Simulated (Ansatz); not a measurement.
Two isomers of CH5NOSSi: A = `O=C(S)N[SiH3]`, B = `NC(=S)[SiH2]O`.

Program: Ansatz. Geometries: PBE0-D4/def2-TZVP. ΔE: electronic, gas phase. CBS: MP2 limit from def2 TZ/QZ plus the TZ coupled-cluster correction, frozen cores. DFT in def2-TZVPP. B3LYP here is the variant with VWN-RPA as its local correlation; programs differ in this. Each species was taken in one conformer, which may not be the lowest.

A:

Z-matrix (Å, degrees):
```
Si
N 1 1.761
H 1 1.479 2 110.9
H 1 1.485 2 103.4 3 -118.1
H 1 1.479 2 110.9 3 123.9
C 2 1.358 1 117.4 3 -61.9
H 2 1.005 1 123.2 3 118.1
S 6 1.785 2 119.1 1 180.0
O 6 1.208 2 122.0 1 -0.0
H 8 1.343 6 98.5 2 -0.1
```

B:

Z-matrix (Å, degrees):
```
Si
O 1 1.658
C 1 1.875 2 104.2
H 1 1.482 2 111.5 3 -118.1
H 1 1.482 2 111.6 3 118.1
H 2 0.958 1 119.8 3 179.7
S 3 1.644 1 114.5 2 180.0
N 3 1.330 1 119.6 2 0.0
H 8 1.010 3 120.1 1 -180.0
H 8 1.008 3 120.3 1 -0.0
```

**Question.** Which is lower in electronic energy at CCSD(T)/CBS, and by how much? (Best estimate.)

**Answer.** Computed: B, by 58.6 kJ/mol.

**Question.** Give E(B) − E(A) in kJ/mol with PBE0-D4, r2SCAN-D4, B3LYP-D4, CCSD/def2-TZVPP, MP2/def2-TZVPP, HF/def2-TZVPP, B2PLYP. (Best estimate.)

**Answer.** Ansatz gave: PBE0-D4 -50.1, r2SCAN-D4 -49.5, B3LYP-D4 -50.9, CCSD/def2-TZVPP -49.6, MP2/def2-TZVPP -57.4, HF/def2-TZVPP -38.3, B2PLYP -52.8. None reverses the order clearly.

Largest T1 diagnostic: 0.017.

In def2-TZVPP, CCSD(T) changes the Hartree–Fock value by −12.7 kJ/mol (the triples alone add −1.4 kJ/mol) and MP2 by −19.1 kJ/mol.
